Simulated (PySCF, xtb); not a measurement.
Si(F)(Me)2(SH) (C2H7FSSi), SMILES C[Si](C)(F)S. The values are those of a single conformer.

Harmonic wavenumbers (cm⁻¹) from xtb with GFN2-xTB at its own minimum, in rising order: 84, 93, 97, 144, 146, 183, 209, 221, 468, 683, 715, 766, 789, 800, 835, 855, 874, 1376, 1378, 1468, 1470, 1472, 1474, 2461, 3034, 3038, 3043, 3046, 3047, 3048.

**Question.** What does B3LYP-D3(BJ)/def2-SVP run with PySCF 2.14.0 give at its own minimum? (An estimate is asked for; the answer gives what the named calculation found.)

**Answer.** 57, 145, 157, 180, 181, 221, 248, 274, 475, 653, 691, 733, 741, 793, 802, 854, 925, 1275, 1278, 1423, 1424, 1431, 1437, 2664, 3029, 3031, 3116, 3119, 3134, 3134. Paired by order, the mean absolute difference is 49 cm⁻¹ and the zero-point energies are 53.4 and 53.8 kcal/mol.
